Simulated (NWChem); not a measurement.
All runs are NWChem calculations. System: sulfuric acid (H$_{2}$O$_{4}$S), charge 0, spin multiplicity 1, at a geometry optimised with PBE/def2-SVP. Level: B3LYP/6-31G* (spherical d), VWN1-RPA local correlation.

Job file:

```
start mol
memory heap 200 mb stack 900 mb global 1100 mb
geometry units angstroms nocenter noautoz
  O     -0.301402     1.237376     0.870503
  S      0.000000     0.000000    -0.171580
  O      1.271185     0.252499    -0.841629
  O     -1.271185    -0.252499    -0.841629
  O      0.301402    -1.237376     0.870503
  H      0.572123     1.595329     1.141645
  H     -0.572123    -1.595329     1.141645
  symmetry group C2
end
basis spherical
  * library 6-31g*
end
dft
  xc b3lyp
  semidirect memsize 60000000 filesize 0
  iterations 100
end
task dft energy
```

NWChem printed:

```
             Northwest Computational Chemistry Package (NWChem) 7.3.0
             --------------------------------------------------------

                                NWChem Input Module
                                -------------------

 Scaling coordinates for geometry "geometry" by  1.889725989
 (inverse scale =  0.529177249)

 Turning off AUTOSYM since
 SYMMETRY directive was detected!

                             Geometry "geometry" -> ""
                             -------------------------

 Output coordinates in angstroms (scale by  1.889725989 to convert to a.u.)

  No.       Tag          Charge          X              Y              Z
 ---- ---------------- ---------- -------------- -------------- --------------
    1 O                    8.0000    -0.30140200     1.23737600     0.87050300
    2 S                   16.0000     0.00000000     0.00000000    -0.17158000
    3 O                    8.0000     1.27118500     0.25249900    -0.84162900
    4 O                    8.0000    -1.27118500    -0.25249900    -0.84162900
    5 O                    8.0000     0.30140200    -1.23737600     0.87050300
    6 H                    1.0000     0.57212300     1.59532900     1.14164500
    7 H                    1.0000    -0.57212300    -1.59532900     1.14164500

 Effective nuclear repulsion energy (a.u.)     281.4230273473

            Nuclear Dipole moment (a.u.)
            ----------------------------
        X                 Y               Z
 ---------------- ---------------- ----------------
     0.0000000000     0.0000000000    -0.0000113384

      Symmetry information
      --------------------

 Group name             C2
 Group number              4
 Group order               2
 No. of unique centers     4

      Symmetry unique atoms

     1    2    3    6


 Summary of "ao basis" -> "" (spherical)
 ------------------------------------------------------------------------------
       Tag                 Description            Shells   Functions and Types
 ---------------- ------------------------------  ------  ---------------------
 *                           6-31g*                   on all atoms

                                 NWChem DFT Module
                                 -----------------

 Summary of "ao basis" -> "ao basis" (spherical)
 ------------------------------------------------------------------------------
       Tag                 Description            Shells   Functions and Types
 ---------------- ------------------------------  ------  ---------------------
 O                           6-31g*                  6       14   3s2p1d
 S                           6-31g*                  8       18   4s3p1d
 H                           6-31g*                  2        2   2s

 Summary of "ao basis" -> "ao basis" (spherical)
 ------------------------------------------------------------------------------
       Tag                 Description            Shells   Functions and Types
 ---------------- ------------------------------  ------  ---------------------
 O                           6-31g*                  6       14   3s2p1d
 S                           6-31g*                  8       18   4s3p1d
 H                           6-31g*                  2        2   2s

      Symmetry analysis of basis
      --------------------------

        a          40
        b          38

            General Information
            -------------------
          SCF calculation type: DFT
          Wavefunction type:  closed shell.
[...]
 d= 0,ls=0.0,diis     3   -700.1795856550 -6.67D-01  3.97D-03  1.54D-01     2.2
 d= 0,ls=0.0,diis     4   -700.1890883122 -9.50D-03  1.60D-03  5.39D-02     2.5
 d= 0,ls=0.0,diis     5   -700.1941481094 -5.06D-03  2.48D-04  1.21D-03     2.8
  Resetting Diis
 d= 0,ls=0.0,diis     6   -700.1942572361 -1.09D-04  5.23D-05  3.19D-05     3.0
 d= 0,ls=0.0,diis     7   -700.1942607282 -3.49D-06  8.33D-06  2.94D-07     3.3
 d= 0,ls=0.0,diis     8   -700.1942607323 -4.09D-09  4.99D-06  2.82D-07     3.5

         Total DFT energy =     -700.194260732287
      One electron energy =    -1522.908004045734
           Coulomb energy =      602.169902824810
    Exchange-Corr. energy =      -60.879186858694
 Nuclear repulsion energy =      281.423027347332

 Numeric. integr. density =       49.999999186849

     Total iterative time =      3.0s

                  Occupations of the irreducible representations
                  ----------------------------------------------

                     irrep           alpha         beta
                     --------     --------     --------
                     a                13.0         13.0
                     b                12.0         12.0

                       DFT Final Molecular Orbital Analysis
                       ------------------------------------

 Vector   23  Occ=2.000000D+00  E=-3.466276D-01  Symmetry=a
              MO Center= -3.7D-13, -9.1D-14, -6.5D-01, r^2= 2.4D+00
   Bfn.  Coefficient  Atom+Function         Bfn.  Coefficient  Atom+Function
  ----- ------------  ---------------      ----- ------------  ---------------
    36      0.423717  3 O  py                50     -0.423717  4 O  py
    40      0.315693  3 O  py                54     -0.315693  4 O  py
     3     -0.125710  1 O  px                63      0.125710  5 O  px
    28      0.109122  2 S  d -2              35     -0.098416  3 O  px
    49      0.098416  4 O  px                39     -0.069135  3 O  px

 Vector   24  Occ=2.000000D+00  E=-3.453473D-01  Symmetry=b
              MO Center=  3.9D-13,  1.1D-13,  1.1D-01, r^2= 2.9D+00
   Bfn.  Coefficient  Atom+Function         Bfn.  Coefficient  Atom+Function
  ----- ------------  ---------------      ----- ------------  ---------------
     5      0.316070  1 O  pz                65     -0.316070  5 O  pz
    36      0.239528  3 O  py                50      0.239528  4 O  py
     9      0.234877  1 O  pz                69     -0.234877  5 O  pz
     4     -0.172074  1 O  py                64     -0.172074  5 O  py
    40      0.162987  3 O  py                54      0.162987  4 O  py

 Vector   25  Occ=2.000000D+00  E=-3.348160D-01  Symmetry=b
              MO Center=  3.7D-15, -1.9D-15, -5.4D-01, r^2= 2.6D+00
   Bfn.  Coefficient  Atom+Function         Bfn.  Coefficient  Atom+Function
  ----- ------------  ---------------      ----- ------------  ---------------
    37      0.332851  3 O  pz                51     -0.332851  4 O  pz
    41      0.240482  3 O  pz                55     -0.240482  4 O  pz
    35      0.234508  3 O  px                49      0.234508  4 O  px
    39      0.163563  3 O  px                53      0.163563  4 O  px
    36      0.148724  3 O  py                50      0.148724  4 O  py

 Vector   26  Occ=0.000000D+00  E=-4.763882D-03  Symmetry=a
              MO Center=  1.8D-16,  2.3D-15,  4.8D-01, r^2= 3.5D+00
   Bfn.  Coefficient  Atom+Function         Bfn.  Coefficient  Atom+Function
  ----- ------------  ---------------      ----- ------------  ---------------
    24      0.885941  2 S  s                  6     -0.594542  1 O  s
    66     -0.594542  5 O  s                 76      0.525497  6 H  s
    78      0.525497  7 H  s                 20      0.509186  2 S  s
    38     -0.309638  3 O  s                 52     -0.309638  4 O  s
    23      0.246072  2 S  pz                 7     -0.244127  1 O  px

 Vector   27  Occ=0.000000D+00  E= 4.162265D-02  Symmetry=b
              MO Center=  1.6D-14,  4.4D-14,  4.3D-01, r^2= 4.1D+00
   Bfn.  Coefficient  Atom+Function         Bfn.  Coefficient  Atom+Function
  ----- ------------  ---------------      ----- ------------  ---------------
    76      0.697523  6 H  s                 78     -0.697523  7 H  s
     6     -0.608090  1 O  s                 66      0.608090  5 O  s
    22      0.556675  2 S  py                26      0.314345  2 S  py
     7     -0.244460  1 O  px                67     -0.244460  5 O  px
    36     -0.237471  3 O  py                50     -0.237471  4 O  py

 Vector   28  Occ=0.000000D+00  E= 6.766213D-02  Symmetry=a
              MO Center= -6.8D-15, -1.1D-14,  5.4D-01, r^2= 4.1D+00
   Bfn.  Coefficient  Atom+Function         Bfn.  Coefficient  Atom+Function
  ----- ------------  ---------------      ----- ------------  ---------------
    76      0.805552  6 H  s                 78      0.805552  7 H  s
    24     -0.669079  2 S  s                 20     -0.584660  2 S  s
     6     -0.308830  1 O  s                 66     -0.308830  5 O  s
    38      0.280172  3 O  s                 52      0.280172  4 O  s
    35     -0.243929  3 O  px                39     -0.243627  3 O  px

 center of mass
 --------------
 x =   0.00000000 y =   0.00000000 z =  -0.04361199

 moments of inertia (a.u.)
 ------------------
         380.554149310050          -0.632338896842           0.000000000000
          -0.632338896842         377.373876561072           0.000000000000
           0.000000000000           0.000000000000         397.843875567039

     Multipole analysis of the density
     ---------------------------------

     L   x y z        total         alpha         beta         nuclear
     -   - - -        -----         -----         ----         -------
     0   0 0 0     -0.000000    -25.000000    -25.000000     50.000000

     1   1 0 0      0.000000      0.000000      0.000000      0.000000
     1   0 1 0     -0.000000     -0.000000     -0.000000      0.000000
     1   0 0 1      1.195862      0.597937      0.597937     -0.000011

     2   2 0 0    -28.519440    -64.188057    -64.188057     99.856675
     2   1 1 0      3.277005     -0.136056     -0.136056      3.549118
     2   1 0 1      0.000000      0.000000      0.000000     -0.000000
     2   0 2 0    -22.570194    -65.936363    -65.936363    109.302533
     2   0 1 1     -0.000000     -0.000000     -0.000000      0.000000
     2   0 0 2    -25.524903    -60.142581    -60.142581     94.760260

 Task  times  cpu:        3.5s     wall:        3.5s

 Total times  cpu:        3.6s     wall:        3.6s
```
